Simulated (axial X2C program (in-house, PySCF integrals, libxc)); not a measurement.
## What spin–orbit coupling does to RePb⁺

Computed with an axial X2C code built on PySCF integrals. Spin-free means the one-electron spin-free X2C Hamiltonian; two-component (2c) means X2C with spin–orbit coupling and atomic mean-field two-electron Coulomb and Gaunt terms, so the difference of the two also holds small scalar two-electron terms. Basis: Pb dyall-v2z [10s12p9d5f], Re dyall-v2z [11s12p9d6f] (cores contracted in-house); Gaussian nuclei, density fitting, unrestricted open shells. Masses: Pb 207.977 u, Re 186.956 u.

Spin-free state: M_S = 2, Λ = 1 (beyond evenly filled blocks: σα, π+α, π+β, π-α, δ+α, δ-α); fragments Pb+ + Re.

```json
{"level": "PBE0", "Re (Å)": "2.772", "ωe (cm⁻¹)": "128.4", "De (eV)": "2.231", "μ (D)": "0.78"}
{"level": "BP86", "Re (Å)": "2.733", "ωe (cm⁻¹)": "146.9", "De (eV)": "2.561", "μ (D)": "0.08"}
{"level": "TPSS", "Re (Å)": "2.734", "ωe (cm⁻¹)": "145.6", "De (eV)": "2.598", "μ (D)": "0.28"}
```

Dipoles are positive if Re is the positive end and refer to the centre of mass.

Two-component determinant lowest at the distance of the search:

Ω = 3 (⟨Sz⟩ = 2.06, ⟨Lz⟩ = 0.94 at PBE0); fragments Pb+ + Re.

```
level  Re (Å)  ωe (cm⁻¹)  De (eV)  μ (D)
 PBE0   2.820      109.2    1.848   1.17
 BP86   2.762      131.3    2.105   0.46
 TPSS   2.764      130.0    2.231   0.64
```

From the two tables, how do the constants change at the PBE0 level (2c against spin-free)?

At the PBE0 level Re goes up by 0.048 Å and ωe drops by 19.2 cm⁻¹; De changes by -0.383 eV.

One determinant describes the state; a PBE0 search over occupations chose it and may have missed a lower one. Dissociation energies refer to the lowest single-determinant-based atoms at the same level and basis. Density functionals use the spin component along the axis (collinear). The functionals have no current-density term, which raises determinants with orbital currents, atoms included. With several unpaired electrons one determinant need not be a pure state. Open-shell Ω = 0 determinants with evenly filled partner blocks cannot be reached by this program, so the Ω shown need not be the lowest component. The determinant is spin-polarised beyond a pure state at some levels (its spin-free form has ⟨S²⟩ too high), which makes Re and μ there less reliable. Under one Hamiltonian the search converged a single determinant, so lower ones may well exist.
